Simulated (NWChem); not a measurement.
Species: GeSiH$_{6}$O; SMILES [SiH3][O][GeH3]

Problem. Give the equilibrium geometry at PBE-D3(BJ)/def2-SVP (NWChem) as a list of bonds and angles, with the point group.

Solution. point group Cs; any orientation.
Bond lengths (Å): Ge1–O2 1.801, Ge1–H4 1.546, Ge1–H5 1.554, Ge1–H6 1.554, O2–Si3 1.675, Si3–H7 1.509, Si3–H8 1.501, Si3–H9 1.509. Bond angles (°): O2–Ge1–H4 105.1, O2–Ge1–H5 108.8, O2–Ge1–H6 108.8, H4–Ge1–H5 111.6, H4–Ge1–H6 111.6, H5–Ge1–H6 110.7, Ge1–O2–Si3 131.8, O2–Si3–H7 111.4, O2–Si3–H8 107.7, O2–Si3–H9 111.4, H7–Si3–H8 109.2, H7–Si3–H9 108.0, H8–Si3–H9 109.2.
